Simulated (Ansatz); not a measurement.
C₂H₇FOSi₂, SMILES `C=C[SiH2]O[SiH2]F`. The species carries charge 0 and has multiplicity 1.

Z-matrix (Å, degrees):
```
Si
C 1 1.850
O 1 1.643 2 108.2
H 1 1.486 2 110.9 3 119.6
H 1 1.489 2 110.8 3 -119.9
C 2 1.330 1 123.1 3 -0.6
H 2 1.089 1 118.4 3 179.6
Si 3 1.615 1 147.9 2 -145.9
H 6 1.086 2 121.4 1 -0.0
H 6 1.086 2 122.2 1 -179.9
F 8 1.594 3 109.7 1 -76.8
H 8 1.477 3 108.6 1 165.9
H 8 1.480 3 110.7 1 41.1
```

Question: Give the diagnostics of a CCSD(T)/def2-TZVPP run (frozen core, the Gaussian-basis code of Ansatz). (Estimate.)

Answer: The calculation gave: T1 = 0.0118, largest single amplitude 0.014, largest double 0.093, (T) share of the correlation energy 3.5 %, 9 CCSD cycles. The RHF solution is stable towards an unrestricted one. T1 lies under the customary mark of 0.02 for closed shells.
